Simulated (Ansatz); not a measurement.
One geometry of `CCN[SiH3]`, several functionals.

```yaml
crystal:
  periodic: [false, false, false]
  atoms:
    - {symbol: C, position_ang: [-0.856669, 1.738757, -0.300140]}
    - {symbol: C, position_ang: [-0.193432, 0.628838, 0.491474]}
    - {symbol: N, position_ang: [0.488517, -0.317170, -0.368977]}
    - {symbol: Si, position_ang: [0.701145, -1.973646, 0.021067]}
    - {symbol: H, position_ang: [-1.579396, 1.327613, -1.007831]}
    - {symbol: H, position_ang: [-1.372740, 2.438054, 0.362222]}
    - {symbol: H, position_ang: [-0.114180, 2.306855, -0.868541]}
    - {symbol: H, position_ang: [-0.955599, 0.079882, 1.055815]}
    - {symbol: H, position_ang: [0.483201, 1.066820, 1.240302]}
    - {symbol: H, position_ang: [1.162275, 0.115149, -0.982418]}
    - {symbol: H, position_ang: [1.313288, -2.634542, -1.160820]}
    - {symbol: H, position_ang: [-0.629924, -2.563988, 0.328117]}
    - {symbol: H, position_ang: [1.573914, -2.247324, 1.204530]}
basis:
  gaussian: {orbitals: def2-TZVPP}
hamiltonian: {xc: {name: B2PLYP}}
```

```sh
$ ansatz run in.yaml --threads 4 --pin off --events-out ev --progress --plain --max-ram 10444MiB
```

It prints (some lines left out):

```
Functional definition: B2PLYP
1491 factors; integrals over basis functions are off by at most 9.6e-4 eV
mean field evaluation 1: about -11571.4053 eV, gradient 5.4e1 eV
mean field evaluation 2: about -11571.5176 eV, gradient 5.4e1 eV
mean field evaluation 4: about -11577.6194 eV, gradient 6.0e0 eV
mean field evaluation 8: about -11577.6964 eV, gradient 3.8e-1 eV
mean field evaluation 16: about -11577.6967 eV, gradient 6.8e-5 eV
mean field -11577.69669850 eV, -425.4725060252 hartree, gradient 2.9e-6 eV, S^2 0.000000; 0 other end points of the search recorded, 0 dependent functions left out
8 core orbitals not correlated: weight in the atoms' cores, before any rotation towards them, 1.000 or more for the frozen orbitals, at most 0.000 for the correlated occupied ones
reference -11577.69688977 eV, -425.4725130541 hartree; 13, 13 occupied and 240, 240 virtual orbitals, 1491 factors
second order -22.92558587 eV of doubles, -0.00000000 eV of singles
Total energy: -11583.88679795 eV, -425.6999879842 hartree
```

Run time 14 s (4 threads of an AMD EPYC on a shared host); peak host memory 0.67 GiB.

Changing it to `hamiltonian: {xc: lda}` (abridged; 5.6 s):

```
Functional definition: SPW92
mean field evaluation 16: about -11525.1102 eV, gradient 2.4e-4 eV
mean field -11525.11022121 eV, -423.5399886291 hartree, gradient 5.8e-5 eV, S^2 0.000000
Total energy: -11525.11026619 eV, -423.5399902821 hartree
```

Changing it to `hamiltonian: {xc: {name: r2SCANh}, dispersion: d4}` (abridged; 11 s):

```
Functional definition: r2SCANh
mean field evaluation 16: about -11587.3397 eV, gradient 1.0e-4 eV
mean field -11587.33967007 eV, -425.8268786943 hartree, gradient 4.4e-5 eV, S^2 0.000000
Total energy: -11587.40129875 eV, -425.8291435062 hartree
```

With the line `hamiltonian: {xc: {name: B97M-V}}` (abridged; 21 s):

```
Functional definition: B97M-V
mean field evaluation 16: about -11588.3336 eV, gradient 2.8e-4 eV
mean field -11588.33359817 eV, -425.8634048781 hartree, gradient 2.8e-5 eV, S^2 0.000000
Total energy: -11588.33366821 eV, -425.8634074521 hartree
```

With the line `hamiltonian: {xc: {name: r2SCAN0}, dispersion: d4}` (abridged; 10 s):

```
Functional definition: r2SCAN0
mean field evaluation 16: about -11587.1117 eV, gradient 4.5e-5 eV
mean field -11587.11171022 eV, -425.8185013244 hartree, gradient 4.5e-5 eV, S^2 0.000000
Total energy: -11587.17936291 eV, -425.8209875145 hartree
```

Changing it to `hamiltonian: {xc: {name: wB97M-V}}` and forces (abridged; 24 s):

```
Functional definition: wB97M-V
mean field evaluation 16: about -11587.7711 eV, gradient 1.1e-4 eV
mean field -11587.77114477 eV, -425.8427350970 hartree, gradient 4.3e-5 eV, S^2 0.000000
Total energy: -11587.77120132 eV, -425.8427371751 hartree
Atom 0 force    -0.090780     0.151787    -0.101668 eV/Å
Atom 1 force    -0.061741     0.054659     0.318371 eV/Å
Atom 2 force     0.140706    -0.085847    -0.158490 eV/Å
Atom 3 force     0.017667    -0.228980     0.032888 eV/Å
Atom 4 force     0.054821     0.026817     0.054960 eV/Å
Atom 5 force     0.038027    -0.054030    -0.053008 eV/Å
Atom 6 force    -0.047255    -0.048051     0.040886 eV/Å
Atom 7 force     0.052723     0.042596    -0.042436 eV/Å
Atom 8 force    -0.058777    -0.042217    -0.072193 eV/Å
Atom 9 force    -0.023360    -0.006915     0.008767 eV/Å
Atom 10 force    -0.068846     0.077168     0.137324 eV/Å
Atom 11 force     0.148281     0.070756    -0.031161 eV/Å
Atom 12 force    -0.101468     0.042256    -0.134241 eV/Å
Dipole moment:     0.037987     0.265581    -0.009759 e Å
```
